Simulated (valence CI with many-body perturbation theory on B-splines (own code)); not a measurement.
## Se II: one-electron terms

Method: valence CI with perturbative core correlation (CI+MBPT): five valence electrons over a frozen Dirac-Fock core [Ar] 3d10, a basis of 9 s, 9 p, 8 d, 6 f, 3 g, 1 h functions for each j, with the one-electron correlation potential Σ1 (screened to all orders), the two-electron term Σ2, the three-electron term Σ3, Breit, model QED; selected single and double excitations, second order for the rest, scaled by the run's own slope (own B-spline code, finite nucleus).

Set against measurement, 14 paired levels are off by 171 cm⁻¹ on average, the worst by 343. These come from a selection out of the NIST Handbook of Basic Atomic Spectroscopic Data. Levels without a partner in it may be off by more. Among the levels kept, up to 1500 cm⁻¹ of a level comes from second order outside the variational space, and about a tenth of that is noise between levels of different J, which matters for small intervals.

These are the spectroscopic orbitals of the CI (the correlating ones are not listed), shaped by the core and the other valence electrons. h is the expectation value of the core's Dirac-Fock operator, without the valence repulsion; Σ1 is computed up to l = 3 at one energy for each symmetry, that of its lowest orbital but kept below the first core excitation, so for empty shells it is not the orbital's own correlation shift; Breit and QED include the response of the core.

| Orbital | h (hartree) | Σ1 (cm⁻¹) | Breit (cm⁻¹) | QED (cm⁻¹) | ⟨r⟩ (bohr) |
| --- | --- | --- | --- | --- | --- |
| 4s1/2 | -2.9064 | -7583 | 131 | 120 | 1.793 |
| 5s1/2 | -1.2657 | -1034 | 22.6 | 20.3 | 4.700 |
| 6s1/2 | -0.68038 | -314 | 7.2 | 6.5 | 9.314 |
| 7s1/2 | -0.42745 | -141 | 3.3 | 3.0 | 15.36 |
| 4p1/2 | -2.3648 | -5220 | 151 | -5.6 | 2.129 |
| 5p1/2 | -1.0242 | -665 | 23.1 | -0.9 | 5.833 |
| 6p1/2 | -0.58019 | -243 | 8.8 | -0.3 | 11.01 |
| 7p1/2 | -0.37576 | -119 | 4.4 | -0.2 | 17.63 |
| 4p3/2 | -2.337 | -4987 | 87.9 | 1.4 | 2.162 |
| 5p3/2 | -1.0159 | -648 | 13.7 | 0.2 | 5.885 |
| 6p3/2 | -0.5766 | -237 | 5.4 | 0.1 | 11.08 |
| 7p3/2 | -0.3739 | -116 | 2.7 | 0.0 | 17.72 |
| 4d3/2 | -1.3547 | -938 | 5.1 | -0.9 | 4.051 |
| 5d3/2 | -0.68865 | -290 | 1.8 | -0.3 | 9.198 |
| 6d3/2 | -0.42787 | -135 | 0.9 | -0.2 | 15.66 |
| 4d5/2 | -1.3515 | -925 | 0.1 | -0.6 | 4.062 |
| 5d5/2 | -0.68742 | -286 | 0.0 | -0.2 | 9.214 |
| 6d5/2 | -0.42728 | -133 | 0.0 | -0.1 | 15.68 |
| 4f5/2 | -0.63837 | -27.5 | 0.0 | 0.0 | 8.825 |
| 5f5/2 | -0.40994 | -17.5 | 0.0 | 0.0 | 15.47 |
| 4f7/2 | -0.63846 | -27.5 | 0.0 | 0.0 | 8.824 |
| 5f7/2 | -0.40999 | -17.5 | 0.0 | 0.0 | 15.47 |
| 5g7/2 | -0.40026 |  | 0.0 | 0.0 | 13.74 |
| 5g9/2 | -0.40026 |  | 0.0 | 0.0 | 13.74 |

Among the shells of the start configuration 4s2 4p3, Σ1 is largest in size for 4s1/2, where it is 1.2 % of h.

Lowest root of each symmetry, sizes in configuration state functions:

| J | Parity | Roots | Reference | Variational | Second order | Change by selected CI (cm⁻¹) | Change by second order (cm⁻¹) |
| --- | --- | --- | --- | --- | --- | --- | --- |
| 1/2 | even | 9 | 27 | 39975 | 2314575 | -18582 | -401 |
| 3/2 | even | 11 | 38 | 39965 | 4109924 | -18173 | -745 |
| 5/2 | even | 11 | 37 | 39946 | 5196898 | -18000 | -840 |
| 7/2 | even | 6 | 23 | 39971 | 9074594 | -21430 | -979 |
| 9/2 | even | 3 | 14 | 40288 | 6563265 | -21713 | -819 |
| 1/2 | odd | 6 | 23 | 39923 | 3200467 | -25414 | -464 |
| 3/2 | odd | 9 | 37 | 39959 | 5824704 | -19465 | -463 |
| 5/2 | odd | 5 | 32 | 39853 | 6825539 | -22983 | -726 |
| 7/2 | odd | 2 | 22 | 40965 | 4522890 | -23032 | -466 |
